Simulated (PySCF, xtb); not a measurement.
TeHF, SMILES F[TeH].

Harmonic wavenumbers (cm⁻¹) from GFN2-xTB run with xtb 6.7.1 at its own minimum, in rising order: 480, 610, 2015.

Question: What does PySCF with r2SCAN-D4/def2-TZVP give at its own minimum? (Estimate from the structure and the level; the computed values follow.)

Answer: 611, 705, 2118. Paired by order, the mean absolute difference is 110 cm⁻¹ and the zero-point energies are 4.4 and 4.9 kcal/mol.
